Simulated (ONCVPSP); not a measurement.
# PBEsol ONCV dataset for tungsten (W), non-relativistic all-electron reference.

ONCVPSP 4.0.1 input, shortened (lines: element, Z, core and valence counts, functional; n l f; lmax; l rc ep ncon nbas qcut; lloc lpopt rc5 dvloc0; l nproj debl; icmod fcfact rcfact), PBEsol, non-relativistic:

```
  W 74.00   10    4  -116133      upf
    1    0    2.00
    2    0    2.00
    2    1    6.00
    3    0    2.00
    3    1    6.00
    3    2   10.00
    4    0    2.00
    4    1    6.00
    4    2   10.00
    4    3   14.00
    5    0    2.00
    5    1    6.00
    5    2    4.00
    6    0    2.00
    3
    0    2.05    0.00    4    9    4.60
    1    1.65    0.00    4    8    8.90
    2    1.70    0.00    4    8    6.40
    3    1.65    0.04    3    7    7.30
    4    1    1.55    1.00
    0    2    1.70
    1    2    2.00
    2    1    3.60
    3    2    2.40
    4    0.50    0.00
```

Poles of the logarithmic derivatives, all-electron (AE) and pseudo (PS). s: poles at -2.2, 3.7 (AE) and -2.2, 3.5 (PS) Ha. p: poles at -0.4 (AE) and -0.4 (PS) Ha. d: poles at 1.6 (AE) and 1.6 (PS) Ha. f: poles at -1.5, 4.8 (AE) and 1.6 (PS) Ha. Test radii: s 2.09, p 1.67, d 1.72, f 1.67 bohr.

* Cutoffs needed: 26 Ha and 31 Ha (the cutoffs (Ha) at which the residual kinetic energy of the hardest occupied pseudo-wave falls to 1 and 0.1 mHa per electron) The cutoffs count occupied waves only; projector 2 of the f channel, the hardest unoccupied one, needs 144 Ha at the loose tolerance.
* Ghost test: no bound ghost flagged; GHOST(+) flagged for f at 45.9 eV
* Largest excitation error: -7.8 meV (all-electron minus pseudo) for 5s2 5p6 5d4 6s0, out of 4 test configurations
* rms error of d²Exc/dni dnj: 6.10 mHa without and 0.81 mHa with the model core
